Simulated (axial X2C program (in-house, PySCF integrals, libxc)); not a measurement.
## Which molecule has these constants?

Computed with an in-house all-electron X2C program for linear molecules (integrals from PySCF), spin-free (one-electron X2C) or two-component (2c: spin–orbit coupling with atomic mean-field Coulomb and Gaunt terms, which also bring small scalar terms), in Dyall basis sets with cores contracted in-house; open shells are unrestricted.

A two-component PBE0 calculation in a Dyall 3-zeta basis gave Re = 2.563 Å, ωe = 325.8 cm⁻¹, De = 2.51 eV, Ω = 3/2.

Task: Which molecule is it?
A. In₂⁻
B. Al₂⁻
C. Ga₂⁻
D. B₂⁻

Result: B. The others have Ga₂⁻ 2.507 Å and 199.9 cm⁻¹ (Ω = 3/2); In₂⁻ 2.856 Å and 136.5 cm⁻¹ (Ω = 3/2); B₂⁻ 1.621 Å and 1007.2 cm⁻¹ (Ω = 3/2).

Each entry is the lowest single determinant of a limited PBE0 search at one distance. De goes to single-determinant-based atoms at the same level (for ions the charge split of lowest energy) and is withheld (n/a) where an atom does not fit its ground term or J level. Main or longest-lived isotopes. One determinant is a doubtful description, or other states lie close, for Al₂⁻, Ga₂⁻, In₂⁻, B₂⁻; these need not be ground states, and all values refer to the states named. With several unpaired electrons the Ω given is that of one determinant, not necessarily of the lowest component. Some light 2c atoms are not at their ground J level, so De misses part of their lowering (0.04 eV or less). The functionals have no current term, which raises determinants with orbital currents.
